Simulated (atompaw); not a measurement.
**N: one change to a PAW (atompaw) potential, before and after**

```
Element                 : N (Z = 7)
Generator               : atompaw 4.2.0.5
Type                    : PAW
Functional              : PBE
Relativity              : non-relativistic
Frozen core             : [He]
Valence charge          : 5
Reference configuration : 2s2 2p3
Partial waves           : 2s (bound): rc 1.60 bohr; 2s channel at -0.75 Ry: rc 1.60 bohr; 2p (bound): rc 1.60 bohr; 2p channel at 1.35 Ry: rc 1.60 bohr; 3d channel at 0.05 Ry: rc 1.45 bohr
Local potential         : troulliermartins scheme with l = 3 at 0 Ry, radius 1.10 bohr
Core correction         : smooth core density matched at 1.40 bohr
Augmentation charge     : sinc compensation charge, radius 1.25 bohr; PAW radius 1.60 bohr; waves and projectors: custom polynom gramschmidtortho
```

Change: wave 2p (bound): rc 1.60 bohr becomes 2p (bound): rc 1.58 bohr.

Cutoffs: the cutoffs (Ry, on a coarse ladder) from which the occupation-weighted sum of valence levels, in a spherical-Bessel basis at the reference potential, stays within 10 and 1 mRy of its value at 400 Ry; they do not see the model core or the augmentation charge, which bear on the density cutoff.

Q: What does the change do?

A: The potential gets neither clearly harder nor softer (25 Ry and 40 Ry → 25 Ry and 45 Ry); neither file shows a bound ghost.

```tsv
quantity	base	changed
cutoff, loose	25 Ry	25 Ry
cutoff, tight	40 Ry	45 Ry
loose cutoff by channel (10 mRy a level)	s 10 Ry, p 21 Ry	s 10 Ry, p 25 Ry
bound ghosts	none	none
s: phases at 1.60 bohr within 0.05 rad from the reference energy up to (Ry; the scan ends near 5)	to the end of the scan	to the end of the scan
p: phases at 1.60 bohr within 0.05 rad from the reference energy up to (Ry; the scan ends near 5)	to the end of the scan	to the end of the scan
d: phases at 1.60 bohr within 0.05 rad from the reference energy up to (Ry; the scan ends near 5)	3.1	3.1
lowest overlap eigenvalue by channel	s 0.44, p 0.93, d 1.00	s 0.44, p 0.91, d 1.00
```

 The cutoffs see the waves, projectors and local potential, not the compensation charge or the core.
